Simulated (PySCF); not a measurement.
# Unknown compound

Molecular formula: C₈H₁₅P. Simulated spectra:

¹H NMR (500 MHz, computed): δ 6.60 (m, 1H), 5.78 (m, 1H), 5.67 (m, 1H), 5.62 (m, 1H), 1.99 (d, 3H), 1.90 (m, 3H), 1.72 (m, 3H), 0.11 (m, 2H).

¹³C{¹H} NMR (computed): δ 164.2 (C), 150.2 (CH), 133.8 (CH), 123.9 (CH2), 22.2 (CH3), 20.3 (CH3), 18.0 (CH3), 8.4 (CH2).

Level of theory: GIAO PBE0/pcSseg-1 shieldings, structure optimised with GFN2-xTB, in PySCF (relativity neglected, a single conformation, fast rotation and ring inversion assumed for equivalent nuclei, isolated molecule).

Shifts are taken against calculated references (same method and geometry level): ¹H (31.72 ppm), ¹³C (186.93 ppm) against TMS.

Which candidate is it?
A. C=[P@]12CCC[C@H]1CCC2
B. C=CC1CP(CCC)C1
C. C=C(C)[P@](=C)(C)/C=C\C
D. C=CP1(=C)CCCCC1

## Answers

C. 

8 carbon signals for 8 carbons: no two carbons are equivalent. Carbon types of the structure: 1 × C, 2 × CH, 2 × CH2, 3 × CH3, which accounts for all hydrogens. δC 164.2: fully substituted alkene carbon; an sp2 carbon of a C=C bond. δC 150.2, 133.8: alkene CH; the olefinic region. δC 123.9: terminal =CH2 carbon; the olefinic region. δH 5.67, 5.62: hydrogen on a terminal =CH2 carbon; a vinylic proton, deshielded by the sp2 carbon and the C=C anisotropy. δH 1.99, 1.90: hydrogen on an allylic methyl carbon; allylic position.

The others: C=CP1(=C)CCCCC1 would give 6 carbon signals, not 8; C=CC1CP(CCC)C1 would give 7 carbon signals, not 8; C=[P@]12CCC[C@H]1CCC2 would give 5 carbon signals, not 8.

Splittings by ³¹P in the carbon and heteronuclear signals aren't shown, as no couplings were computed. Shifts are as computed. Against solution values, carbons near 30 ppm lie about +3 ppm off and those near 130 ppm about +5 ppm. Of 1211 compounds with measured shifts, 218 miss one by over three times the rms of a fit or turn the order of signals round; such compounds aren't used in these exercises. No couplings were computed; multiplicities are counted from neighbouring protons, with m where these are inequivalent, close in shift, in a saturated or five-membered ring or joined by F or P, and br s for small geminal =CH2 splittings.
